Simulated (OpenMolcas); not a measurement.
# Mo: from CASSCF to CASPT2

| Property | Result |
| --- | --- |
| Program | OpenMolcas |
| Basis | ANO-R1 [6s4p3d1f] |
| Scalar Hamiltonian | X2C, finite nucleus |
| Active space | 6 electrons in 6 orbitals (4d 5s) |
| State averaging | 2S+1 = 7 even, 1 root; 2S+1 = 5 even, 18 roots; 2S+1 = 3 even, 9 roots (0 in the spin-orbit step) |
| Spin-orbit coupling | RASSI with atomic mean-field integrals over the reference wave functions, term energies averaged over their components |

Methods on the same reference wave functions:
A. CASSCF
B. SS-CASPT2, IPEA 0.25 Eh, imaginary shift 0.1 Eh (closed shells correlated: 4s 4p)

Energies in cm⁻¹ above 4d⁵ 5s ⁷S₃, the measured ground level; measured values from NIST Handbook of Basic Atomic Spectroscopic Data.

```csv
Level,A,B,Measured
4d⁵ 5s ⁷S₃,0.0,0.0,0.0
4d⁵ 5s ⁵S₂,16794,13520,10768
4d⁴ 5s² ⁵D₀,19983,13500,10966
4d⁴ 5s² ⁵D₁,20064,13580,
4d⁴ 5s² ⁵D₂,20233,13760,
4d⁴ 5s² ⁵D₃,20506,14030,
4d⁴ 5s² ⁵D₄,20910,14420,
4d⁵ 5s ⁵G₆,23137,20940,
4d⁵ 5s ⁵G₂,23137,20940,16641
4d⁵ 5s ⁵G₃,23137,20940,
4d⁵ 5s ⁵G₄,23137,20940,
4d⁵ 5s ⁵G₅,23137,20940,
```

Deviations, from unrounded energies. A percentage is the sum of absolute deviations over the sum of measured energies, with the sign that they share, or ± where signs differ.

| Against measurement | Levels | A | B |
| --- | --- | --- | --- |
| mean absolute deviation (cm-1) | 3 | 7200 | 3200 |
| other terms of the ground configuration (%) | 2 | +45.7 | +25.7 |
| other configurations (%) | 1 | +82.2 | +23.1 |

B lies closest to measurement on these levels. The largest miss of B in the table is 4d⁵ 5s ⁵G₂, by +4300 cm-1. The ranking rests on the paired levels alone, and a cruder setting can come out closer through cancelling errors.

From A to B the spin-free energies of the other terms of 4d⁵ 5s shown, above ⁷S, scale by factors of 0.80 to 0.90.

The lowest spin-free term lies below A's lowest term by 0.253 hartree in B.

CASPT2 breaks the degeneracy within a term, and the mean is taken; among the terms shown or strongly mixed into the levels shown the widest spread is 42 cm-1 (4d⁴ 5s² ⁵D, B). Some high roots are left out of the spin-orbit mixing, which shifts the levels that they would mix with. Configurations are named by rounded mean occupations; where the s occupation lies near a half they are strongly mixed, a name can repeat and a true partner stay unpaired. A single d shell beside an s shell can misplace configurations of different d count against each other. Without dynamic correlation excited terms often stand tens of per cent too high (terms of higher spin than the ground term too low), and those without a measured partner can miss by more than the paired ones (holds for A). Some terms miss by over 15 % even with CASPT2, which points to a basis or an active space too small for the shells correlated (holds for B). Computed and measured levels are paired by configuration, term and J; levels that our copy of the source lacks, or whose pairing is in doubt (as where it misses far off the trend of its configuration), stay unpaired and out of the deviations. Levels of configurations outside the active space are missing. The table leaves out levels that lie high or whose names do not pair safely across all columns.
